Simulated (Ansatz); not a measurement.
Wavefunction ladder for CH3AlClFO, SMILES `C[O][Al]([F])[Cl]`

```xyz
8

C     0.9418   -0.2983   -0.8533
O    -0.2046   -0.6287   -0.1175
Al   -1.1911    0.1431    0.9763
F    -2.4690   -0.6619    1.6017
Cl   -0.8470    2.1019    1.5733
H     0.7373   -0.4057   -1.9222
H     1.7569   -0.9788   -0.5913
H     1.2758    0.7284   -0.6670
```

Charge 0, multiplicity 1. Geometry: relaxed with PBE0-D4/def2-TZVP. It is one conformer, not always the lowest. Frozen core, restricted reference, Ansatz 0.2.0. CBS rows extrapolate triple and quadruple zeta; past MP2 they add the triple-zeta difference.

| basis | HF (Eh) | MP2 corr. | CCSD corr. | (T) | CCSD(T) total |
| --- | --- | --- | --- | --- | --- |
| def2-SVP | -915.14218 | -0.69743 | -0.73184 | -0.01437 | -915.88839 |
| def2-TZVPP | -915.65529 | ? | ? | ? | ? |
| def2-QZVPP | -915.68622 | ? | – | – | – |
| CBS(def2) | -915.69048 | -1.05818 | -1.08883 | as TZ | -916.81238 |

Fill in the withheld values. (An estimate is asked.)

Computed: def2-TZVPP MP2 corr.: -0.91714; def2-TZVPP CCSD corr.: -0.94778; def2-TZVPP (T): -0.03307; def2-TZVPP CCSD(T) total: -916.63614; def2-QZVPP MP2 corr.: -0.99816.
